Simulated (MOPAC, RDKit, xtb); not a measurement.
Noncovalent pair: C2H2 (SMILES C#C) (first 4 atoms) with CH3I (SMILES CI); geometry from B3LYP-D3(BJ)/def2-TZVP, rigid monomers moved along the line of their centres of mass till C1···H8 is 3.59 Å.
(charge 0, multiplicity 1):
```xyz
9

C     -0.36684    -0.09415     0.76662
C     -0.26250    -1.05476     0.05944
H     -0.44791     0.75046     1.40922
H     -0.17605    -1.90233    -0.57582
C      1.89141    -0.46657     4.75351
I      1.17934     1.50028     5.28353
H      1.53031    -1.15207     5.51128
H      1.48676    -0.69946     3.77509
H      2.97415    -0.42154     4.74017
```

Counterpoise-corrected where a basis set is named; no monomer relaxation.

The state that AM1 reach isn't checked.

Programs: MOPAC for AM1 (differences of heats of formation); RDKit for the force fields; xtb for the GFN methods. 

**Question.** One of these levels gives -39.5 meV for the interaction energy. Which one is it?
A) MMFF94
B) AM1
C) GFN2-xTB

**Answer.** C, GFN2-xTB. The others give -26.2 (MMFF94), -7.9 (AM1)
